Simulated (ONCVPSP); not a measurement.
## Building the ONCV potential for iron (Fe) (PBEsol, scalar-relativistic).

* Element: iron (Fe)
* Generator: ONCVPSP 4.0.1
* Type: optimised norm-conserving Vanderbilt (ONCV)
* Functional: PBEsol
* Relativity: scalar-relativistic
* Frozen core: [Ar]
* Valence charge: 8
* Reference configuration: 3d6 4s1 4p1
* Partial waves: 4s: rc 2.05 bohr, ncon 3, nbas 6, qcut 2.5 1/bohr, 2 projectors, debl 0.9 Ha; 4p: rc 2.80 bohr, ncon 4, nbas 7, qcut 2.9 1/bohr, 1 projector; 3d: rc 1.90 bohr, ncon 4, nbas 8, qcut 9.9 1/bohr, 1 projector
* Local potential: polynomial inside 1.20 bohr (lpopt 5, dvloc0 0 Ha)
* Core correction: Teter function, fcfact 3.25, rcfact 1.65

Estimate the cutoffs (Ha) at which the residual kinetic energy of the hardest occupied pseudo-wave falls to 1 and 0.1 mHa per electron.

33 Ha and 37 Ha.

Does the potential have ghost states?

Ghosts flagged at negative energy: s at -12.3 eV; GHOST(+) flagged for p at 12.2 eV. A true bound ghost makes a file unfit for plane-wave use.

Which valence shell sets the plane-wave cutoff?

3d: 33 Ha for 1 mHa per electron, against 8 Ha for 4s.

Tests: 3d6 4s2 4p0; 3d6 4s1 4p0; 3d6 4s0 4p0; 3d6 4s0 4p2. Which has the largest error in its energy relative to the reference configuration, and how large is it?

3d6 4s0 4p0, with -98 meV (all-electron minus pseudo) on +20.73 eV.
